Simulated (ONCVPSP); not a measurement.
# Before and after: ONCV potential for Ca

```
Element                 : Ca
Generator               : ONCVPSP 4.0.1
Type                    : optimised norm-conserving Vanderbilt (ONCV)
Functional              : PBEsol
Relativity              : scalar-relativistic
Frozen core             : [Ne]
Valence charge          : 10
Reference configuration : 3s2 3p6 4s2
Partial waves           : 3s+4s: rc 2.30 bohr, ncon 5, nbas 8, qcut 5.3 1/bohr, 2 projectors; 3p: rc 1.20 bohr, ncon 4, nbas 8, qcut 5.8 1/bohr, 2 projectors, debl 0.7 Ha; d scattering state at 0.15 Ha: rc 1.85 bohr, ncon 4, nbas 8, qcut 6 1/bohr, 3 projectors, debl 0.7 Ha
Local potential         : polynomial inside 0.95 bohr (lpopt 5, dvloc0 4 Ha)
Core correction         : Teter function, fcfact 2.75, rcfact 1.1
```

In the p channel the program set the typed energies aside and used -1.027, 0.250 Ha. In the d channel the program set the typed energies aside and used -0.072, 0.628, 1.328 Ha.

All-electron outer shells of the reference configuration (PBEsol, scalar-relativistic, ld1.x):

```
shell  level (eV)  outermost node (bohr)  outermost maximum (bohr)
   3s      -46.96                   0.45                      0.99
   3p      -27.95                   0.42                      1.04
   4s       -3.76                   1.43                      3.38
```

Change: s: qcut 7; p: qcut 7.6; d: qcut 7.9.

Cutoffs: the cutoffs (Ha) at which the residual kinetic energy of the hardest occupied pseudo-wave falls to 1 and 0.1 mHa per electron; they do not see the model core or the augmentation charge, which bear on the density cutoff. Errors are all-electron minus pseudo energies relative to the spin-unpolarised reference configuration.

Task: How do hardness, ghosts and transferability respond?

Result: The potential gets neither clearly harder nor softer (14 Ha and 112 Ha → 19 Ha and 44 Ha); the bound ghost in d disappears; of the 3 tests that both files solve, the error grows in 0 and shrinks in 1 by more than 15 % and 0.3 meV (median size 0.5 → 0.4 meV).

| quantity | base | changed |
| --- | --- | --- |
| cutoff, loose | 14 Ha | 19 Ha |
| cutoff, tight | 112 Ha | 44 Ha |
| loose cutoff by channel | s 5.7 Ha, p 14 Ha | s 13 Ha, p 19 Ha |
| bound ghosts | d | none |
| GHOST(+) flags under 300 eV | none | none |
| tests with a reliable result | 3 of 4 | 3 of 4 |
| error for 3s2 3p6 4s1, meV [ΔE 6.31 eV] | -0.5 | -0.4 |
| error for 3s2 3p6 4s0, meV [ΔE 17.99 eV] | -3.1 | -2.5 |
| error for 3s2 3p6 4s1.5, meV [ΔE 2.50 eV] | -0.1 | -0.1 |
| s: phases at 2.33 bohr within 0.05 rad from the reference energy up to (Ha; the scan ends near 5) | 3.4 | 3.7 |
| p: phases at 1.22 bohr within 0.05 rad from the reference energy up to (Ha; the scan ends near 5) | to the end of the scan | to the end of the scan |
| d: phases at 1.88 bohr within 0.05 rad from the reference energy up to (Ha; the scan ends near 5) | to the end of the scan | to the end of the scan |
| rms error of d²Exc/dni dnj with the model core, mHa | 0.96 | 0.83 |

 A true bound ghost makes a file unfit for plane-wave use even where its test errors are small: the radial tests pick states by their node count and pass the ghost by.
